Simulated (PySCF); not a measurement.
Compound: C4H3FN3 (charge +1).
SMILES: `N#CC1=C(F)[NH+]=CN1`

Method: TDDFT CAM-B3LYP/def2-SVPD, vertical, gas phase, core orbitals frozen in the response in PySCF. Geometry: PBE0-D3(BJ)/def2-SVP; no solvent, vibrations or thermal averaging.

Broadening: Gaussians 0.25 eV wide at half height, area fixed by f = 4.319×10⁻⁹ ∫ε dν̃. The cross-section is σ = 3.8235×10⁻²¹ ε cm², given in Mb (10⁻¹⁸ cm²). The width is an assumption, not a result. The curve ends short of the highest state used, and states not computed would add to its high-energy end.

```csv
λ (nm),σ (Mb)
173.5,0.00
174.8,0.00
176.1,0.00
177.4,0.00
178.7,0.00
180.0,0.02
181.3,0.10
182.5,0.38
183.8,1.39
185.1,4.06
186.4,9.64
187.7,18.71
189.0,29.92
190.3,39.76
191.5,44.11
192.8,41.86
194.1,33.69
195.4,23.15
196.7,13.67
198.0,6.98
199.3,3.12
200.6,1.32
201.8,0.85
203.1,1.44
204.4,3.61
205.7,8.50
207.0,17.56
208.3,31.78
209.6,50.56
210.9,71.02
212.1,87.36
213.4,97.81
214.7,97.92
216.0,88.01
217.3,71.29
218.6,52.23
219.9,34.75
221.2,21.06
222.4,12.24
223.7,6.26
225.0,2.94
226.3,1.28
227.6,0.51
228.9,0.19
```

Task: Where are the band maxima, and which computed states make them?

Result: 214 nm (5.79 eV), ε about 26000, made up of S1 (100%); 192 nm (6.47 eV), ε about 12000, made up of S3 (100%) (ε in L mol⁻¹ cm⁻¹; maxima over ε = 5, shares over 10%). At its high-energy end, 7.14 eV, the curve is still rising (ε about 0.00052, from S4 and S5). The states used: S1 5.79 eV (f 0.241); S2 6.42 eV (f 0.0006); S3 6.47 eV (f 0.107); S4 6.69 eV (f 0.0000); S5 7.72 eV (f 0.013); S6 7.74 eV (f 0.0004).

Task: On this curve, what absorbance would a 10⁻³ mol/L sample give at 222 nm over a 1 cm path?

Result: 222 nm is 5.585 eV, where ε is about 3900 L mol⁻¹ cm⁻¹, so A = ε c l ≈ 3.9 (Beer–Lambert, with the gas-phase spectrum and the assumed width).

Task: What would ε be at 5.79 eV, the highest of these maxima, with half the width (0.125 eV)?

Result: About 51900 L mol⁻¹ cm⁻¹ against 25900, a factor of about 2.00; a lone state at its own centre would give exactly 2.
